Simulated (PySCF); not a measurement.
`CS[SiH2]O[SiH3]`. Method: PBE0-D3(BJ)/def2-SVP geometry optimisation, gas phase (PySCF).

```
atom  x, y, z in Å
C1    -2.0899   -0.6144    0.3897
S2    -1.1197   -1.0839   -1.0819
Si3    0.0302    0.6888   -1.3696
O4     1.1478    0.8911   -0.1589
Si5    2.0610   -0.0993    0.8203
H6    -1.4401   -0.4147    1.2526
H7    -2.7213    0.2620    0.1862
H8    -2.7372   -1.4692    0.6260
H9     0.7004    0.4959   -2.6855
H10   -0.8426    1.8946   -1.3588
H11    1.1872   -0.7821    1.8212
H12    2.7808   -1.1298    0.0144
H13    3.0481    0.7583    1.5326
```

Task: Which two atoms are farthest apart?

Result: H8···H13, 6.27 Å; the next longest distance is 5.95 Å.

Task: Work out the bond lengths C1–S2, C1–H7, S2–Si3, Si3–H9, O4–Si5, Si5–H12, Si5–H13 in bohr.

Result: For C1–S2 the difference vector is (0.9702, -0.4695, -1.4716) Å, of length 1.8241 Å. 1 bohr = 0.529177 Å. C1–S2 3.447; C1–H7 2.077; S2–Si3 4.030; Si3–H9 2.814; O4–Si5 3.147; Si5–H12 2.822; Si5–H13 2.814 bohr.

Task: What are the angles S2–Si3–H9, O4–Si3–H9, H11–Si5–H13, O4–Si5–H12, H12–Si5–H13?

Result: From the scalar product of the two bond vectors; for S2–Si3–H9 it is -0.8073 Å² over 2.1325 × 1.4893 Å², cos θ = -0.2542. S2–Si3–H9 104.7°; O4–Si3–H9 110.9°; H11–Si5–H13 109.3°; O4–Si5–H12 110.9°; H12–Si5–H13 109.6°.

Task: Where is the centre of mass (commonest isotopes), and what is the radius of gyration?

Result: Mass 123.983 u; centre at (0.129, -0.094, -0.374) Å; Rg = √(Σ m r²/M) = 1.913 Å. As Ia + Ib + Ic = 2 Σ m r², the three principal moments sum to 907.4 u·Å².

Task: How far are the heavy atoms from their best plane (unweighted least squares)?

Result: 0.500 Å rms; C1 0.55, S2 0.80, Si3 0.16, O4 0.42, Si5 0.34 Å (magnitudes).

Task: How far apart are these pairs, which share no bond: C1···Si3, S2···O4, S2···H7, Si3···Si5, H6···H13, H8···H11, H10···H11?

Result: C1···Si3 3.048 Å (2 bonds apart); S2···O4 3.145 Å (2 bonds apart); S2···H7 2.446 Å (2 bonds apart); Si3···Si5 3.089 Å (2 bonds apart); H6···H13 4.647 Å (6 bonds apart); H8···H11 4.160 Å (6 bonds apart); H10···H11 4.626 Å (4 bonds apart).

Task: Write the matrix of distances between heavy atoms (Å, lower triangle).

Result: 
```
C1    0.000
S2    1.824  0.000
Si3   3.048  2.132  0.000
O4    3.613  3.145  1.660  0.000
Si5   4.205  3.835  3.089  1.665  0.000
```

PBE0-D3(BJ)/def2-SVP frequencies: not computed here. One conformer, not necessarily the lowest.
